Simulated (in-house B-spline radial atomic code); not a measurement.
Atomic self-consistent-field run: Ag (an excited or competing configuration). All numbers are computed (scalar-relativistic (X2C) RPBE, spin-polarised, spherical fractional occupations; Fermi nucleus of rms radius 4.5454 fm) with an all-electron radial atomic-structure program (B-spline basis), not measured.

Command:
```bash
python run_scf.py task.json out
```
Settings (nuclear radius in fm, mass in u):
```
Z                47
configuration    [Kr] 4d9 5s2
hamiltonian      x2c
method           rpbe,pbe
spin_polarised   True
nucleus          fermi
rms_radius       4.5454
atomic_mass      106.90509
speed_of_light   137.035999084
```

Output (hartree, bohr):
```
 radial grid: 77 intervals, B-splines of order 8, outer radius 50 bohr

 iter        energy (Eh)    residual
    1       -5313.799318    4.55e-01
    2       -5313.150338    2.12e-01
    3       -5315.205973    3.55e-02
    4       -5315.244774    8.18e-03
    5       -5315.238056    1.44e-02
    6       -5315.248935    1.96e-03
    7       -5315.249083    5.93e-05
    8       -5315.249083    5.27e-06
    9       -5315.249083    2.55e-06
   10       -5315.249083    1.08e-07

 total energy                     -5315.24908
 kinetic                            5563.0798
 electron-nucleus                 -12885.3071
 Hartree                            2157.3486
 exchange-correlation               -150.3704

 orbital      occ     eigenvalue          <r>       <r^2>       <1/r>       r_max
 1s up      1.000      -929.4759    0.0305588  0.00127301     51.4448      0.0195
 1s down    1.000      -929.4759    0.0305588  0.00127301     51.4449      0.0195
 2s up      1.000      -137.0138     0.134458    0.021377     11.6106      0.1139
 2s down    1.000      -137.0068     0.134455   0.0213762     11.6109      0.1139
 2p up      3.000      -122.9536     0.117433   0.0168555       10.89     0.09088
 2p down    3.000      -122.9483     0.117429   0.0168546     10.8903     0.09088
 3s up      1.000       -25.2594     0.368254    0.155271     4.02564      0.3328
 3s down    1.000       -25.2562     0.368241    0.155252     4.02553      0.3328
 3p up      3.000       -20.6350     0.367317    0.156791     3.77371      0.3259
 3p down    3.000       -20.6313     0.367296    0.156763     3.77364      0.3259
 3d up      5.000       -13.3243     0.345768    0.142468     3.53127      0.2739
 3d down    5.000       -13.3182     0.345747    0.142434     3.53121      0.2739
 4s up      1.000        -3.6530     0.910204    0.938707     1.53031      0.8228
 4s down    1.000        -3.6259     0.909806    0.938025     1.53145      0.8224
 4p up      3.000        -2.3105     0.995798     1.13621      1.3653      0.8762
 4p down    3.000        -2.2826     0.995666     1.13627     1.36598      0.8757
 4d up      5.000        -0.4050      1.34761     2.21688     1.00554       1.026
 4d down    4.000        -0.3790      1.35781     2.25987     1.00092       1.027
 5s up      1.000        -0.2036      2.96278     10.1979     0.43606       2.389
 5s down    1.000        -0.1962      3.00557     10.5051    0.429195       2.418
```

Run time, properties included: 0.15 s on 1 thread of Arm Neoverse V2, with other jobs on the host.

One-electron X2C: radii and densities carry no picture-change correction, so inner-shell <1/r> comes out high (for 1s by about 2 % at Z = 33, 5 % at 54, 10 % at 75, 30 % at 118) and <r> low.
